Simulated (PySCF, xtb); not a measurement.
C5H8Si, SMILES C([C@H]1[C@H](C1)[SiH3])#C.

GFN2-xTB in xtb at its own geometry gives an orbital gap of 5.60 eV and a dipole moment of 0.59 D.

Geometry: ωB97X-D3(BJ)/def2-SVP. The structure was generated by enumeration; whether it is a known compound was not checked.

Problem. What does PBE/def2-TZVP run with PySCF give? (The exact figures need the calculation; the answer reports its results.)

Solution. gap 5.79 eV (levels -6.20 and -0.41 eV), dipole 1.13 D.
